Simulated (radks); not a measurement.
Coherent X-ray form factor from a spherical all-electron density. Method: scalar-relativistic Kohn-Sham, PBE, spin-polarised, spherical densities, point nucleus; computed with a radial shooting solver on a logarithmic mesh with Libxc functionals.

sin(theta)/lambda (1/angstrom),f0 (electrons)
0.05,38.953
0.1,38.811
0.15,38.577
0.2,38.254
0.25,37.845
0.3,37.356
0.4,36.161
0.5,34.725
0.6,33.110
0.8,29.599
1,26.098
1.25,22.219
1.5,19.122
2,14.877

The species is in the configuration that NIST lists as its ground one. Which atom or ion scatters so?

Answer. The platinum ion Pt39+, [Kr] 4d3. Extrapolating in s^2 from the first two rows gives f0(0) = 39.0, near the electron count 39; among species with that count, the fall with angle is slower the higher Z, and the table is that of Z = 78; from so few rows the species is fixed only to a neighbour or two.
